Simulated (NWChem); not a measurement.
# CH6SiTe; SMILES C[Te][SiH3]

Computed with NWChem. All runs use the structure optimised with PBE0/def2-SVP. def2 effective core potentials on Te; no spin-orbit coupling. B3LYP is NWChem's, with the RPA form of VWN correlation. Ions are spin-unrestricted doublets at the neutral geometry; other ion states weren't tried.

```csv
level,"vertical ionisation energy, ΔSCF (eV)",−ε(HOMO) (eV),ΔSCF minus −ε(HOMO) (eV)
B3LYP/def2-SVP,8.16,5.81,2.35
PBE/def2-SVP,8.04,5.01,3.03
BHandHLYP/def2-SVP,8.08,6.92,1.16
CAM-B3LYP/def2-SVP,___,___,___
Hartree-Fock/def2-SVP,7.29,8.31,-1.02
```

Task: Fill in the missing entries.

Result: 
- CAM-B3LYP/def2-SVP, vertical ionisation energy, ΔSCF (eV): 8.18
- CAM-B3LYP/def2-SVP, −ε(HOMO) (eV): 7.23
- CAM-B3LYP/def2-SVP, ΔSCF minus −ε(HOMO) (eV): 0.95
